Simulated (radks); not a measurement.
Task: These are the eigenvalues of the occupied orbitals of an atom or ion with whole-number occupations (hartree). Calculated with a radial shooting solver on a logarithmic mesh with Libxc functionals: non-relativistic Kohn-Sham, r2SCAN, spin-polarised, spherical densities, point nucleus; meta-GGA in the generalised Kohn-Sham scheme.

orbital  eigenvalue
1s up     -179.1822
1s down   -179.1807
2s up     -20.52441
2s down   -20.50578
2p up     -17.21701
2p down   -17.20208
3s up      -3.06141
3s down    -3.00550
3p up      -2.16571
3p down    -2.10879
3d up      -0.80228
4s up      -0.59426
4f up      -0.09028

Which element is it, and in what charge state? The configuration may be excited. Open shells, if any, are filled with parallel spins first.

Result: Z = 22, titanium, charge +1: Ti+ in [Ar] 3d1 4s1 4f1. The list shows which subshells hold electrons but not how many an open one holds; the 1s level, -179.18 hartree, gives Z - s = 18.9 by -(Z - s)^2/2, which with screening narrows Z to a few neighbours, and the depths of the outer levels then fix element, charge and occupations together.
